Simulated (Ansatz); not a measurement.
A first, cheap relaxation of C$_{2}$H$_{8}$BClSi, SMILES `C[SiH2]BCCl`.

```yaml
crystal:
  periodic: [false, false, false]
  atoms:
    - {symbol: C, position_ang: [-1.205100, -0.626300, -1.385800]}
    - {symbol: Si, position_ang: [-0.197700, -1.244200, -0.010700]}
    - {symbol: B, position_ang: [0.233400, 0.209000, 1.184900]}
    - {symbol: C, position_ang: [1.147300, 1.483000, 0.675100]}
    - {symbol: Cl, position_ang: [2.606900, 1.597400, 1.554300]}
    - {symbol: H, position_ang: [-2.179500, -0.121700, -0.978600]}
    - {symbol: H, position_ang: [-0.664500, 0.197300, -1.951900]}
    - {symbol: H, position_ang: [-1.481200, -1.393500, -2.091300]}
    - {symbol: H, position_ang: [1.041200, -1.803100, -0.525000]}
    - {symbol: H, position_ang: [-0.934900, -2.273800, 0.748800]}
    - {symbol: H, position_ang: [-0.075000, 0.146300, 2.352200]}
    - {symbol: H, position_ang: [1.309700, 1.381000, -0.388100]}
    - {symbol: H, position_ang: [0.419900, 2.413800, 0.830900]}
basis:
  gaussian: {orbitals: def2-SVP}
hamiltonian: {xc: pbe, dispersion: d4}
relax: {f_tol: 0.03, max_steps: 200}
```

```sh
$ ansatz run in.yaml --threads 4 --pin off --events-out ev --progress --plain --max-ram 10444MiB
```

It prints (some lines left out):

```
Functional definition: PBE
mean field -23257.48448505 eV, -854.6967903363 hartree, gradient 1.9e-5 eV, S^2 0.000000; 0 other end points of the search recorded, 0 dependent functions left out
relax step   1: F+E_penalty+E_count = -23257.76706608 eV  Δ(F+E_penalty+E_count) = +0.000e0 eV  max|allowed force component| = 4.246e0 eV/Å  Δτ_max = 0.0000 Å  (28 SCF iters, accepted)
mean field -23257.98695095 eV, -854.7152556176 hartree, gradient 1.5e-5 eV, S^2 0.000000; 0 other end points of the search recorded, 0 dependent functions left out
relax step   2: F+E_penalty+E_count = -23258.26256885 eV  Δ(F+E_penalty+E_count) = -4.955e-1 eV  max|allowed force component| = 2.031e0 eV/Å  Δτ_max = 0.1615 Å  (27 SCF iters, accepted)
mean field -23258.08767588 eV, -854.7189571906 hartree, gradient 1.8e-5 eV, S^2 0.000000; 0 other end points of the search recorded, 0 dependent functions left out
relax step   3: F+E_penalty+E_count = -23258.36167968 eV  Δ(F+E_penalty+E_count) = -9.911e-2 eV  max|allowed force component| = 5.391e-1 eV/Å  Δτ_max = 0.1418 Å  (28 SCF iters, accepted)
mean field -23258.11599089 eV, -854.7199977480 hartree, gradient 2.0e-5 eV, S^2 0.000000; 0 other end points of the search recorded, 0 dependent functions left out
relax step   4: F+E_penalty+E_count = -23258.38952569 eV  Δ(F+E_penalty+E_count) = -2.785e-2 eV  max|allowed force component| = 1.994e-1 eV/Å  Δτ_max = 0.0795 Å  (28 SCF iters, accepted)
mean field -23258.11818526 eV, -854.7200783896 hartree, gradient 2.4e-5 eV, S^2 0.000000; 0 other end points of the search recorded, 0 dependent functions left out
relax step   5: F+E_penalty+E_count = -23258.39221056 eV  Δ(F+E_penalty+E_count) = -2.685e-3 eV  max|allowed force component| = 5.460e-2 eV/Å  Δτ_max = 0.0158 Å  (30 SCF iters, accepted)
mean field -23258.11839754 eV, -854.7200861907 hartree, gradient 2.4e-5 eV, S^2 0.000000; 0 other end points of the search recorded, 0 dependent functions left out
relax step   6: F+E_penalty+E_count = -23258.39282073 eV  Δ(F+E_penalty+E_count) = -6.102e-4 eV  max|allowed force component| = 3.088e-2 eV/Å  Δτ_max = 0.0134 Å  (30 SCF iters, accepted)
mean field -23258.11974343 eV, -854.7201356514 hartree, gradient 2.4e-5 eV, S^2 0.000000; 0 other end points of the search recorded, 0 dependent functions left out
relax step   7: F+E_penalty+E_count = -23258.39471917 eV  Δ(F+E_penalty+E_count) = -1.898e-3 eV  max|allowed force component| = 3.545e-2 eV/Å  Δτ_max = 0.0734 Å  (29 SCF iters, accepted)
mean field -23258.12077915 eV, -854.7201737133 hartree, gradient 2.5e-5 eV, S^2 0.000000; 0 other end points of the search recorded, 0 dependent functions left out
relax step   8: F+E_penalty+E_count = -23258.39672082 eV  Δ(F+E_penalty+E_count) = -2.002e-3 eV  max|allowed force component| = 7.442e-2 eV/Å  Δτ_max = 0.0534 Å  (28 SCF iters, accepted)
mean field -23258.12123785 eV, -854.7201905702 hartree, gradient 2.0e-5 eV, S^2 0.000000; 0 other end points of the search recorded, 0 dependent functions left out
relax step   9: F+E_penalty+E_count = -23258.39994677 eV  Δ(F+E_penalty+E_count) = -3.226e-3 eV  max|allowed force component| = 3.516e-1 eV/Å  Δτ_max = 0.1951 Å  (27 SCF iters, accepted)
mean field -23258.13510516 eV, -854.7207001843 hartree, gradient 2.5e-5 eV, S^2 0.000000; 0 other end points of the search recorded, 0 dependent functions left out
relax step  10: F+E_penalty+E_count = -23258.41436073 eV  Δ(F+E_penalty+E_count) = -1.441e-2 eV  max|allowed force component| = 3.887e-1 eV/Å  Δτ_max = 0.0851 Å  (29 SCF iters, accepted)
mean field -23258.17767718 eV, -854.7222646775 hartree, gradient 6.6e-6 eV, S^2 0.000000; 0 other end points of the search recorded, 0 dependent functions left out
relax step  11: F+E_penalty+E_count = -23258.45988331 eV  Δ(F+E_penalty+E_count) = -4.552e-2 eV  max|allowed force component| = 4.108e-1 eV/Å  Δτ_max = 0.1959 Å  (28 SCF iters, accepted)
mean field -23258.23070982 eV, -854.7242135910 hartree, gradient 5.9e-6 eV, S^2 0.000000; 0 other end points of the search recorded, 0 dependent functions left out
relax step  12: F+E_penalty+E_count = -23258.51706874 eV  Δ(F+E_penalty+E_count) = -5.719e-2 eV  max|allowed force component| = 4.430e-1 eV/Å  Δτ_max = 0.1906 Å  (29 SCF iters, accepted)
mean field -23258.27978326 eV, -854.7260170066 hartree, gradient 2.6e-5 eV, S^2 0.000000; 0 other end points of the search recorded, 0 dependent functions left out
relax step  13: F+E_penalty+E_count = -23258.57158592 eV  Δ(F+E_penalty+E_count) = -5.452e-2 eV  max|allowed force component| = 4.919e-1 eV/Å  Δτ_max = 0.1960 Å  (28 SCF iters, accepted)
mean field -23258.26576214 eV, -854.7255017398 hartree, gradient 2.6e-5 eV, S^2 0.000000; 0 other end points of the search recorded, 0 dependent functions left out
relax step  14: F+E_penalty+E_count = -23258.56260515 eV  Δ(F+E_penalty+E_count) = +8.981e-3 eV  max|allowed force component| = 3.808e-1 eV/Å  Δτ_max = 0.2000 Å  (28 SCF iters, rejected (line search))
mean field -23258.30102071 eV, -854.7267974683 hartree, gradient 8.5e-6 eV, S^2 0.000000; 0 other end points of the search recorded, 0 dependent functions left out
relax step  15: F+E_penalty+E_count = -23258.59550192 eV  Δ(F+E_penalty+E_count) = -2.392e-2 eV  max|allowed force component| = 5.412e-2 eV/Å  Δτ_max = 0.0961 Å  (30 SCF iters, accepted)
mean field -23258.29697344 eV, -854.7266487339 hartree, gradient 2.5e-5 eV, S^2 0.000000; 0 other end points of the search recorded, 0 dependent functions left out
relax step  16: F+E_penalty+E_count = -23258.59211309 eV  Δ(F+E_penalty+E_count) = +3.389e-3 eV  max|allowed force component| = 1.893e-1 eV/Å  Δτ_max = 0.0852 Å  (29 SCF iters, rejected (line search))
mean field -23258.30323641 eV, -854.7268788939 hartree, gradient 8.4e-6 eV, S^2 0.000000; 0 other end points of the search recorded, 0 dependent functions left out
relax step  17: F+E_penalty+E_count = -23258.59856552 eV  Δ(F+E_penalty+E_count) = -3.064e-3 eV  max|allowed force component| = 2.102e-2 eV/Å  Δτ_max = 0.0415 Å  (31 SCF iters, accepted)
mean field -23258.30323641 eV, -854.7268788939 hartree, gradient 9.0e-6 eV, S^2 0.000000; 1 other end points of the search recorded, 0 dependent functions left out
Total energy: -23258.59860497 eV, -854.7377334883 hartree
Atom 0 at    -1.140147    -0.650954    -1.457621 Å, force    -0.002083     0.006288     0.001640 eV/Å
Atom 1 at    -0.149963    -1.242770     0.059815 Å, force    -0.010124    -0.009360     0.001181 eV/Å
Atom 2 at     0.295009     0.325889     1.270532 Å, force     0.003163     0.004679    -0.003881 eV/Å
Atom 3 at     0.830109     1.679994     0.669387 Å, force    -0.011343    -0.001278     0.009844 eV/Å
Atom 4 at     2.415385     0.852314     1.161232 Å, force    -0.005788     0.004933    -0.016528 eV/Å
Atom 5 at    -2.092976    -0.177423    -1.144221 Å, force     0.001052    -0.000494    -0.004997 eV/Å
Atom 6 at    -0.563961     0.098871    -2.038039 Å, force     0.000375    -0.003795    -0.004539 eV/Å
Atom 7 at    -1.384726    -1.492063    -2.137108 Å, force     0.006068    -0.003691     0.005614 eV/Å
Atom 8 at     1.101962    -1.934686    -0.430843 Å, force     0.005104     0.004931     0.002483 eV/Å
Atom 9 at    -0.961127    -2.291262     0.783368 Å, force     0.000226    -0.002404     0.000665 eV/Å
Atom 10 at     0.042673     0.324660     2.461057 Å, force    -0.006491     0.000188    -0.008014 eV/Å
Atom 11 at     0.876313     1.849412    -0.421794 Å, force    -0.001182    -0.002145     0.010140 eV/Å
Atom 12 at     0.751951     2.623219     1.239035 Å, force     0.021023     0.002149     0.006392 eV/Å
Dipole moment:     0.024448     0.447876    -0.155349 e Å
```

Hardware: 4 threads of an Arm Neoverse V1 on a shared host. Wall time 25 s, peak host memory 0.16 GiB.
